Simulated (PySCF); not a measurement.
## Ti⁺ (titanium, charge +1): UHF calculation

Configuration: [Ar] 3d2 4s1, high-spin 4F determinant. Calculation: PySCF 2.14, in def2-SVP (5s3p2d1f, 31 functions); the non-relativistic Hamiltonian (point nucleus).

* Total energy: -848.084123 hartree
* One-electron energy: -1156.7337 hartree
* Hartree (Coulomb) energy: 349.6029 hartree
* Exchange energy: -40.9533 hartree
* Kinetic energy: 847.82261 hartree
* ⟨S²⟩: 3.7519
* ⟨L²⟩: 12.027
* Sum of ⟨r⟩: 17.37 bohr
* Sum of ⟨r²⟩: 29.75 bohr²
* Density at the nucleus (Gaussians lack the cusp): 6700 bohr⁻³
* Spin density at the nucleus: 2.93 bohr⁻³
* Langevin diamagnetic susceptibility: -23.6 ×10⁻⁶ cm³/mol
* Time after the integrals: 0.08 s of wall time on 1 thread of Intel(R) Xeon(R) Platinum 8488C (shared host)

```json
{"shell": "1s α", "electrons": "1", "mean orbital energy (eV)": "-4994.4", "rms radius, mean of both spins (bohr)": "0.0813"}
{"shell": "1s β", "electrons": "1", "mean orbital energy (eV)": "-4994.3", "rms radius, mean of both spins (bohr)": "0.0813"}
{"shell": "2s α", "electrons": "1", "mean orbital energy (eV)": "-590.79", "rms radius, mean of both spins (bohr)": "0.353"}
{"shell": "2s β", "electrons": "1", "mean orbital energy (eV)": "-589.73", "rms radius, mean of both spins (bohr)": "0.353"}
{"shell": "2p α", "electrons": "3", "mean orbital energy (eV)": "-492.10", "rms radius, mean of both spins (bohr)": "0.321"}
{"shell": "2p β", "electrons": "3", "mean orbital energy (eV)": "-491.12", "rms radius, mean of both spins (bohr)": "0.321"}
{"shell": "3s α", "electrons": "1", "mean orbital energy (eV)": "-87.345", "rms radius, mean of both spins (bohr)": "1.09"}
{"shell": "3s β", "electrons": "1", "mean orbital energy (eV)": "-83.527", "rms radius, mean of both spins (bohr)": "1.09"}
{"shell": "3p α", "electrons": "3", "mean orbital energy (eV)": "-58.421", "rms radius, mean of both spins (bohr)": "1.19"}
{"shell": "3p β", "electrons": "3", "mean orbital energy (eV)": "-53.962", "rms radius, mean of both spins (bohr)": "1.19"}
{"shell": "3d α", "electrons": "2", "mean orbital energy (eV)": "-19.529", "rms radius, mean of both spins (bohr)": "1.61"}
{"shell": "4s α", "electrons": "1", "mean orbital energy (eV)": "-12.863", "rms radius, mean of both spins (bohr)": "3.59"}
```
